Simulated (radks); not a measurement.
Os3+, 73 electrons, occupied as [Xe] 4f14 5d5. All-electron calculation, scalar-relativistic Kohn-Sham, SCAN, spin-polarised, spherical densities, finite nucleus; open shells are filled with parallel spins first (spin-orbit coupling, left out, can overturn this in heavy ions); meta-GGA in the generalised Kohn-Sham scheme; Fermi nuclear charge, rms radius 5.4126 fm. Program: a radial shooting solver on a logarithmic mesh with Libxc functionals.

Unscreened Slater integrals over Kohn-Sham orbitals (hartree). They are taken over the spin-up orbitals.

| integral | value |
|---|---|
| F0(5d,5d) | 0.56785 |
| F2(5d,5d) | 0.29824 |
| F4(5d,5d) | 0.19819 |
| F0(5d,4f) | 0.72930 |
| F2(5d,4f) | 0.17220 |
| F4(5d,4f) | 0.080905 |
| G1(5d,4f) | 0.061477 |
| G3(5d,4f) | 0.055756 |
| G5(5d,4f) | 0.044032 |
| F0(5d,5p) | 0.64448 |
| F2(5d,5p) | 0.32044 |
| G1(5d,5p) | 0.38414 |
| G3(5d,5p) | 0.23813 |
| F0(5d,5s) | 0.67043 |
| G2(5d,5s) | 0.24999 |
| F0(4f,4f) | 1.6475 |
| F2(4f,4f) | 0.80565 |
| F4(4f,4f) | 0.51028 |
| F6(4f,4f) | 0.36852 |
| F0(4f,5p) | 0.94691 |
| F2(4f,5p) | 0.29796 |
| G2(4f,5p) | 0.12315 |
| G4(4f,5p) | 0.10130 |
| F0(4f,5s) | 1.0625 |
| G3(4f,5s) | 0.15677 |
| F0(5p,5p) | 0.77209 |
| F2(5p,5p) | 0.41747 |
| F0(5p,5s) | 0.82292 |
| G1(5p,5s) | 0.55044 |
| F0(5s,5s) | 0.88888 |

Derived for the open shells (J is the average intra-shell exchange parameter used in DFT+U). 5d: Racah B = F2/49 - 5 F4/441 = 0.003839 hartree, C = 35 F4/441 = 0.01573 hartree, C/B = 4.10, F4/F2 = 0.665, J = (F2 + F4)/14 = 0.03546 hartree.
